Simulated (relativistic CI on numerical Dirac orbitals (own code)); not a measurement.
Computed by Dirac-Coulomb-Breit CI, orbitals from a KLI potential per configuration, QED by a radiative potential, unscaled Slater integrals (own radial code, finite nucleus).

Configuration list (outside the closed core [Ne]): 3s²3p⁶3d⁷, 3s²3p⁵3d⁸, 3s²3p⁴3d⁹, 3s3p⁶3d⁸, 3s²3p⁶3d⁶4s, 3s²3p⁶3d⁶4p, 3p⁶3d⁹, 3s²3p⁶3d⁶4d, 3s²3p⁶3d⁵4s², 3s²3p⁶3d⁵4s4p, 3s3p⁵3d⁹, 3s²3p⁶3d⁶4f, 3s²3p⁶3d⁶5s, 3s²3p⁶3d⁵4p², 3s²3p⁶3d⁶5p, 3s²3p⁶3d⁵4s4d, 3s²3p⁵3d⁷4s, 3s²3p⁶3d⁶5d, 3s²3p⁶3d⁵4p4d, 3s²3p⁵3d⁷4p, 3s²3p⁴3d⁸4s, 3s²3p⁶3d⁶5f, 3s²3p⁶3d⁶5g, 3s²3p⁶3d⁶6s, 3s²3p⁶3d⁶6p, 3s²3p⁵3d⁶4s², 3s²3p⁶3d⁵4d², 3s²3p⁴3d⁸4p, 3s²3p⁶3d⁶6d, 3s3p⁶3d⁷4s, 3s3p⁵3d⁸4s, 3s3p⁶3d⁶4s², 3s3p⁶3d⁷4p, 3p⁶3d⁸4s. Levels of other configurations are missing.

At this charge energies of transitions that change n are usually good to better than 1 %, and those within a shell (Δn = 0) to a few per cent. Terms inside the open d or f shell come out 10 to 20 % too wide with unscaled integrals.

Outline of the computed level scheme of Kr XII. Lowest level of each configuration: 3s²3p⁶3d⁷ ⁴F9/2 at 0.000 eV; 3s²3p⁵3d⁸ ⁴G°11/2 at 112.314 eV; 3s²3p⁶3d⁶4s ⁶D9/2 at 129.301 eV.

Some strong electric-dipole decays among the lowest 45 levels: 3s²3p⁵3d⁸ ⁴D°5/2 → 3s²3p⁶3d⁷ ⁴F7/2 (1.6e+11 s⁻¹); 3s²3p⁵3d⁸ ⁴F°9/2 → 3s²3p⁶3d⁷ ⁴F9/2 (1.5e+11 s⁻¹); 3s²3p⁵3d⁸ ⁴D°5/2 → 3s²3p⁶3d⁷ ⁴F5/2 (1.2e+11 s⁻¹); 3s²3p⁵3d⁸ ²P°1/2 → 3s²3p⁶3d⁷ ⁴F3/2 (1.2e+11 s⁻¹); 3s²3p⁵3d⁸ ²G°7/2 → 3s²3p⁶3d⁷ ²G7/2 (1.1e+11 s⁻¹); 3s²3p⁵3d⁸ ⁴F°7/2 → 3s²3p⁶3d⁷ ⁴F9/2 (1.1e+11 s⁻¹); 3s²3p⁵3d⁸ ²G°9/2 → 3s²3p⁶3d⁷ ²G9/2 (1.0e+11 s⁻¹); 3s²3p⁵3d⁸ ²S°1/2 → 3s²3p⁶3d⁷ ⁴P3/2 (9.5e+10 s⁻¹).

LS names give the leading component of a level, which can be under half, so a name can repeat, a term be missing and a line seem to break the LS rules.
